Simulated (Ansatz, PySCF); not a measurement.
Here is a job for PySCF.
```python
from pyscf import gto, scf

mol = gto.Mole()
mol.atom = '''
    C     0.37858705   -1.40799270    0.17076680
    C    -0.96397958   -1.08753912    0.20720749
    C    -1.23029263    0.24736622   -0.10972511
    S     0.27791884    1.18476965   -0.17944570
    C     1.21958090   -0.29303038    0.11664142
    H     0.77263208   -2.41463041    0.26988164
    H    -1.76243806   -1.80491837    0.36921296
    H    -2.13061493    0.79473067    0.13096781
    H     2.25034507   -0.28432037   -0.20827477
'''
mol.basis = 'def2-svpd'
mol.charge = -1
mol.spin = 1
mol.verbose = 4
mol.build()

mf = scf.UHF(mol)
mf.kernel()
```

Problem. Write the same job for Ansatz (a quantum-chemistry and plane-wave program).

Solution. One answer among several that fit: 
Ansatz 0.2 input:
```yaml
crystal:
  periodic: [false, false, false]
  atoms:
    - {symbol: C, position_ang: [0.37858705, -1.40799270, 0.17076680]}
    - {symbol: C, position_ang: [-0.96397958, -1.08753912, 0.20720749]}
    - {symbol: C, position_ang: [-1.23029263, 0.24736622, -0.10972511]}
    - {symbol: S, position_ang: [0.27791884, 1.18476965, -0.17944570]}
    - {symbol: C, position_ang: [1.21958090, -0.29303038, 0.11664142]}
    - {symbol: H, position_ang: [0.77263208, -2.41463041, 0.26988164]}
    - {symbol: H, position_ang: [-1.76243806, -1.80491837, 0.36921296]}
    - {symbol: H, position_ang: [-2.13061493, 0.79473067, 0.13096781]}
    - {symbol: H, position_ang: [2.25034507, -0.28432037, -0.20827477]}
basis:
  gaussian:
    orbitals: def2-SVPD
hamiltonian:
  xc: hf
total_charge: -1
magnetization: {spin_polarized: true, initial_magnetization: 1}
accuracy: high
```

Both were run: PySCF gave -551.005022 Eh and Ansatz -551.005022 Eh, 0.000 mEh apart.
